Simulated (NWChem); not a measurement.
System meant: CrHS$_{2}$OCl; SMILES [OH][Cr](=[S])(=[S])[Cl]

Here is an NWChem input.

```
start job
memory heap 200 mb stack 900 mb global 1100 mb
geometry units angstroms noautoz
  Cr    -0.100712     0.129387    -0.270039
  S     -1.684989     0.847741     0.703871
  S      1.548886     1.060232     0.356331
  Cl     0.096276    -1.957898     0.140050
  O     -0.331989     0.387824    -1.969790
  H      0.508476     0.498310    -2.464316
end
basis spherical
  Cr library def2-svp
  S library def2-svp
  Cl library def2-svp
  O library def2-svp
  H library def2-svp
end
dft
  odft
  mult 2
  xc pbe0
  iterations 150
  mulliken
end
task dft energy
```

End of the output:

```
 Summary of "ao basis" -> "" (spherical)
 ------------------------------------------------------------------------------
       Tag                 Description            Shells   Functions and Types
 ---------------- ------------------------------  ------  ---------------------
 Cr                         def2-svp                11       31   5s3p2d1f
 S                          def2-svp                 8       18   4s3p1d
 Cl                         def2-svp                 8       18   4s3p1d
 O                          def2-svp                 6       14   3s2p1d
 H                          def2-svp                 3        5   2s1p

                                 NWChem DFT Module
                                 -----------------

 Summary of "ao basis" -> "ao basis" (spherical)
 ------------------------------------------------------------------------------
       Tag                 Description            Shells   Functions and Types
 ---------------- ------------------------------  ------  ---------------------
 Cr                         def2-svp                11       31   5s3p2d1f
 S                          def2-svp                 8       18   4s3p1d
 Cl                         def2-svp                 8       18   4s3p1d
 O                          def2-svp                 6       14   3s2p1d
 H                          def2-svp                 3        5   2s1p

  number of electrons :                   82
  multiplicity        :                    2
 ------------------------------------------------------------------------
  no. of electrons and multiplicity not compatible                  82
 ------------------------------------------------------------------------
 ------------------------------------------------------------------------
  current input line :
    25: task dft energy
 ------------------------------------------------------------------------
 ------------------------------------------------------------------------
 There is an error in the input file
 ------------------------------------------------------------------------
 For more information see the NWChem manual at https://nwchemgit.github.io

0: no. of electrons and multiplicity not compatible:Received an Error in Communication
```

**Question.** What is wrong, and how is it mended?

**Answer.** The input was rejected before any calculation. Cause: the multiplicity doesn't fit the number of electrons (an even count wants an odd multiplicity, and the reverse). This input runs:
```
start job
memory heap 200 mb stack 900 mb global 1100 mb
geometry units angstroms noautoz
  Cr    -0.100712     0.129387    -0.270039
  S     -1.684989     0.847741     0.703871
  S      1.548886     1.060232     0.356331
  Cl     0.096276    -1.957898     0.140050
  O     -0.331989     0.387824    -1.969790
  H      0.508476     0.498310    -2.464316
end
basis spherical
  Cr library def2-svp
  S library def2-svp
  Cl library def2-svp
  O library def2-svp
  H library def2-svp
end
dft
  xc pbe0
  iterations 150
  mulliken
end
task dft energy
```
It converges to -2375.62128 Ha (PBE0/def2-SVP).
